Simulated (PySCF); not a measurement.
**TDDFT excited states: BiF3**

Compound: BiF₃.
Bonds: Bi1–F2, Bi1–F3, Bi1–F4.

Computed with TDDFT B3LYP/def2-SVPD, vertical, gas phase, core orbitals frozen in the response, def2 core potentials past Kr in PySCF. Isolated species at its PBE0-D3(BJ)/def2-SVP geometry, gas phase. Spin–orbit coupling is left out.

| state | E (eV) | λ (nm) | f | main configurations (H = HOMO, L = LUMO) |
| --- | --- | --- | --- | --- |
| S1 | 6.90 | 179.6 | 0.057 | H→L (84%) |
| S2 | 6.91 | 179.4 | 0.056 | H→L+1 (83%) |
| S3 | 7.24 | 171.3 | 0.122 | H→L+2 (93%) |
| S4 | 7.27 | 170.5 | 0.0017 | H-1→L (60%), H-3/H-2→L (≥14%), H-3/H-2→L+1 (≥10%) |
| S5 | 7.28 | 170.3 | 0.0014 | H-1→L+1 (54%), H-3/H-2→L (≥15%), H-3/H-2→L+1 (≥13%) |
| S6 | 7.34 | 169.0 | 0.0010 | H-3/H-2→L (≥48%), H-3/H-2→L+1 (≥46%) |
| S7 | 7.37 | 168.2 | 0.0002 | H-3/H-2→L (≥48%), H-3/H-2→L+1 (≥42%) |
| S8 | 7.41 | 167.4 | 0.019 | H-3/H-2→L+1 (≥30%), H-3/H-2→L (≥21%), H-1→L (17%) |
| S9 | 7.41 | 167.3 | 0.018 | H-3/H-2→L+1 (≥28%), H-1→L+1 (22%), H-3/H-2→L (≥20%) |

Triplets (Tamm–Dancoff): T1 5.95 eV, H→L (96%); T2 5.96 eV, H→L+1 (96%); T3 6.39 eV, H→L+2 (93%); T4 6.93 eV, H-1→L (79%).

The lowest singlet comes at 180 nm (666 kJ/mol) in the vacuum ultraviolet; it is of moderate strength; its leading configuration is HOMO→LUMO (84%). The strongest level in the table is S3 at 7.24 eV (171 nm, f = 0.122). S4/S5 and S8/S9 lie within about 0.01 eV of each other in each set; the point group C3v has degenerate representations, and within a degenerate level the listed configurations can mix freely. Löwdin shares by element: HOMO fluorine 72%, bismuth 29%; LUMO (one of a set within 0.03 eV) bismuth 68%, fluorine 32%. Orbital energies (eV): HOMO-3 -10.94, HOMO-2 -10.93, HOMO-1 -10.87, HOMO -10.08, LUMO -2.34, LUMO+1 -2.33, LUMO+2 -1.89. Weighted by f, the mean energy of these states is 7.13 eV. No computed singlet lies in the visible range (380 to 750 nm); the lowest, at 180 nm, stands 3.64 eV above its violet end (3.26 eV). All these states lie below the vertical ionisation energy of 12.59 eV (ΔSCF). Orbitals of the list HOMO-3 to LUMO+2 that lie within 0.01 eV of each other are written together with a slash and their weights summed (≥ marks a lower bound); for degenerate orbitals outside that list single weights are arbitrary. Singlets were solved by full linear response, triplets in the Tamm–Dancoff approximation. The highest level found (7.54 eV, f 0.0000 so far) is left out, since the window may have cut off a degenerate partner.
